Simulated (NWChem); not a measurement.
Molecule: N₂H₃, doublet; SMILES [NH]N

```xyz
5

N     -0.1176    -0.7494     0.0044
N     -0.0142     0.5829    -0.0624
H      0.8367    -1.1099    -0.0443
H      0.8330     1.0530     0.2288
H     -0.8652     1.0705     0.1677
```
Atoms are numbered in this order, from 1.

Computed with NWChem. Spin-unrestricted. The geometry was optimised at PBE0-D3(BJ)/def2-TZVP, spin-unrestricted. No stability test was run on the SCF state. Vzz is the largest principal value of the second derivative of the potential at the nucleus (NWChem prints the opposite sign); η is the asymmetry. Non-relativistic.

Q: What does the run give for PBE0/def2-TZVP? Quantities: Vzz N1 (a.u.); η N1; Vzz N2 (a.u.); η N2.

A: 
| Quantity | Value |
|---|---|
| Vzz N1 (a.u.) | 0.753 |
| η N1 | 0.82 |
| Vzz N2 (a.u.) | -0.892 |
| η N2 | 0.34 |
